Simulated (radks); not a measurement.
Spherical quantum dot in the effective-mass picture: electrons in a well V = -V0 / (1 + exp((r - R)/a)) with V0 = 4.1, R = 9.03, a = 1, with a point charge +1 (a donor) at the centre, all in effective atomic units (hartree* = m*/eps^2 hartree, bohr* = eps/m* bohr), one dielectric constant everywhere. Calculated with a radial shooting solver with Libxc functionals: non-relativistic Kohn-Sham, LDA (Slater exchange, Perdew-Wang correlation), spin-polarised, spherical densities. Levels are named by radial order and angular momentum (1s, 1p, 1d, 2s, ...), and open shells are averaged over m. Each electron was tried in the lowest free levels, single moves between levels near the top were tried too, and the lowest total energy was kept; such a search can miss a lower state. The series stops at N = 25: beyond it a trial failed or the search could not be trusted, so later rows were left out. At N = 1 the Hartree and exchange-correlation terms need not cancel, so that row can carry a self-interaction error.

N,open shells,2S,E (hartree*),mu = E(N) - E(N-1) (hartree*),addition energy mu(N+1) - mu(N) (hartree*),e(HOMO) (hartree*),rms radius (bohr*)
1,"1s(up 1, down 0)",1,-4.57438,-4.5744,0.4741,-4.3609,1.783
2,none,0,-8.67463,-4.1002,0.4174,-3.9677,2.480
3,"1p(up 1, down 0)",1,-12.3575,-3.6829,0.1625,-3.6032,3.422
4,"1p(up 2, down 0)",2,-15.8779,-3.5204,0.1661,-3.4373,3.894
5,"1p(up 3, down 0)",3,-19.2322,-3.3543,0.2025,-3.2717,4.208
6,"1p(up 3, down 1)",2,-22.3841,-3.1518,0.1533,-3.0756,4.452
7,"1p(up 3, down 2)",1,-25.3825,-2.9985,0.1547,-2.9211,4.645
8,none,0,-28.2263,-2.8437,0.1848,-2.7664,4.804
9,"2s(up 1, down 0)",1,-30.8852,-2.6589,0.2072,-2.5786,4.948
10,"1d(up 1, down 0) 2s(up 1, down 0)",2,-33.3369,-2.4517,0.1467,-2.3783,5.084
11,"1d(up 2, down 0) 2s(up 1, down 0)",3,-35.6420,-2.3050,0.1461,-2.2318,5.201
12,"1d(up 3, down 0) 2s(up 1, down 0)",4,-37.8009,-2.1589,0.1454,-2.0861,5.305
13,"1d(up 4, down 0) 2s(up 1, down 0)",5,-39.8144,-2.0135,0.1446,-1.9411,5.398
14,"1d(up 5, down 0) 2s(up 1, down 0)",6,-41.6834,-1.8690,0.1755,-1.7970,5.482
15,"1d(up 5, down 1) 2s(up 1, down 0)",5,-43.3769,-1.6935,0.1396,-1.6237,5.562
16,"1d(up 5, down 2) 2s(up 1, down 0)",4,-44.9308,-1.5539,0.1394,-1.4841,5.635
17,"1d(up 5, down 3) 2s(up 1, down 0)",3,-46.3453,-1.4145,0.1390,-1.3449,5.703
18,"1d(up 5, down 4) 2s(up 1, down 0)",2,-47.6208,-1.2755,0.1385,-1.2061,5.766
19,"2s(up 1, down 0)",1,-48.7577,-1.1369,0.2036,-1.0679,5.826
20,none,0,-49.6910,-0.93334,0.1643,-0.83611,5.841
21,"1f(up 1, down 0)",1,-50.4601,-0.76905,0.1343,-0.69537,5.901
22,"1f(up 2, down 0)",2,-51.0949,-0.63477,0.1338,-0.55544,5.957
23,"1f(up 3, down 0)",3,-51.5958,-0.50094,0.1334,-0.41629,6.010
24,"1f(up 4, down 0)",4,-51.9634,-0.36758,0.1290,-0.27793,6.060
25,"2s(up 1, down 0) 1f(up 6, down 0)",7,-52.2019,-0.23855,-,-0.17316,6.144

All shells are closed at N = 2, 8, 20 (there: 1s2 1p6 1d10 2s2); the second difference of the energy has clear peaks (12 % above both neighbours; the first and last values, which can be the largest, are not judged, and half-filled shells can peak too) at N = 5, 9, 14, 19.
